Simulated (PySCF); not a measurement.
# How methods differ on the ionisation energy of Mo

Mo [Kr] 4d5 5s1 (7S) → Mo⁺ [Kr] 4d5 (6S), as a difference of total energies. Calculation: PySCF 2.14, in cc-pVTZ-PP with ECP28MDF (5s5p4d2f1g, 63 functions); a scalar-relativistic core potential. Correlated levels: valence: 4s2 4p6 frozen. The calculations carry no spin-orbit coupling.

```tsv
method	ionisation energy (eV)
UHF	6.244
M06-L	6.952
r2SCAN	7.566
MP2 (valence)	6.786
SCS-MP2 (valence)	6.424
```

Errors of the correlated levels include the incompleteness of this basis and the frozen core.

Question: Which method comes closest to the reference value, and which is furthest?

Answer: The reference is 7.092 eV (measured; NIST Atomic Spectra Database, ionization energies). Closest: M06-L (error -0.140 eV); furthest: UHF (error -0.848 eV).
